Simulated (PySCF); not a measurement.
C₃H₇ClSi, SMILES C=C(Cl)[SiH2]C.

Geometry optimised at B3LYP-D3(BJ)/def2-SVP. Other conformers were not sampled.

These are PySCF with ωB97X/def2-TZVP values and carry that method's errors.

Gas-phase values at a fixed geometry.

```yaml
total_energy: -868.23906 hartree
highest_occupied_level: -9.90 eV
lowest_empty_level: 1.46 eV
orbital_gap: 11.36 eV
dipole_moment: 0.296 e·Å
quadrupole, principal values (traceless, Buckingham form, about the centre of nuclear charge): -3.45, -2.06, 5.50 D·Å
mean_static_polarisability: 74.4 bohr³ (11.02 Å³)
polarisability_principal_values: 58.6, 77.6, 87.0 bohr³
```
